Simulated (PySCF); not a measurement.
Species: SbMe2H, C2H7Sb.
Structure used (PBE0-D3(BJ)/def2-SVP), in Å, numbered top down from 1:
```
atom  x, y, z in Å
Sb1   -0.345   -0.601    1.129
C2     1.497   -0.605   -0.027
H3     2.099    0.270    0.256
H4     1.276   -0.565   -1.102
H5     2.072   -1.515    0.195
C6    -1.264    1.003   -0.014
H7    -2.344    1.030    0.189
H8    -1.098    0.854   -1.090
H9    -0.824    1.962    0.295
H10   -1.068   -1.834    0.170
```

Method used: PBE0-D3(BJ)/def2-SVP geometry optimisation, gas phase, def2 core potentials past Kr (PySCF 2.14.0).

(1) Which atoms are bound to Sb1, and at what distances?

(2) List the angles at Sb1.

(3) What is the shape at Sb1?

(4) What are the other bond lengths?

(5) What are the rotational constants (commonest isotopes, rigid rotor)?

## Answers

(1) 3 atoms: H10 1.721 Å, C2 2.174 Å, C6 2.174 Å. The nearest atom not counted as bound is H3, at 2.74 Å (others tie with it).

(2) 
```json
{"angle": "C2–Sb1–C6", "degrees": "94.6", "distance of the outer atoms (Å)": "3.20"}
{"angle": "C2–Sb1–H10", "degrees": "93.3", "distance of the outer atoms (Å)": "2.85"}
{"angle": "C6–Sb1–H10", "degrees": "93.3", "distance of the outer atoms (Å)": "2.85"}
```

(3) Pyramidal: angles 94.6°, 93.3° and 93.3°, sum 281.2°, 1.07 Å off the plane of its three neighbours.

(4) C2–H3 and 5 like bonds 1.099 Å.

(5) A = 7851, B = 5608, C = 3555 MHz: an asymmetric top.

Point group: Cs (every atom within 0.08 Å of its image). Charge 0, singlet. No PBE0-D3(BJ)/def2-SVP frequencies stand behind this structure, so it isn't proved a minimum.

On one thread of an x86-64 server, on a shared host, this took 14 s wall. These figures are those of the optimisation.
